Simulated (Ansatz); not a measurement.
Program: Ansatz. Geometries: PBE0-D4/def2-TZVP. ΔE: electronic, gas phase. CBS: MP2 limit from def2 TZ/QZ plus the TZ coupled-cluster correction, frozen cores. Functionals use def2-TZVPP. def2 core potentials past Kr. For I outer-core shells are correlated without core-valence functions, which leaves a few kJ/mol of doubt a bond. Each species was taken in one conformer, which may not be the lowest.

`CO[SiH2]CF` + `CC(=N)CI` → `FC[SiH2]CI` + `COC(C)=N`  (formal exchange of groups at the Si–O bond)

```tsv
species	PBE-D4 energy (Eh)
`CO[SiH2]CF`	-544.68431
`CC(=N)CI`	-470.21799
`FC[SiH2]CI`	-766.58370
`COC(C)=N`	-248.30078
```

**Question.** Work out ΔE.

**Answer.** ΔE = (-766.58370) + (-248.30078) − (-544.68431) − (-470.21799) = 0.01782 Eh = +11.2 kcal/mol. CCSD(T)/CBS gives +15.0 kcal/mol.

Largest T1 diagnostic among the species: 0.013.

In def2-TZVPP, CCSD(T) changes the Hartree–Fock value by −1.6 kcal/mol (the triples alone add −0.5 kcal/mol) and MP2 by −0.9 kcal/mol. From PBE to PBE0 (25 % exact exchange), in def2-TZVPP and without D4, ΔE moves by +0.8 kcal/mol.
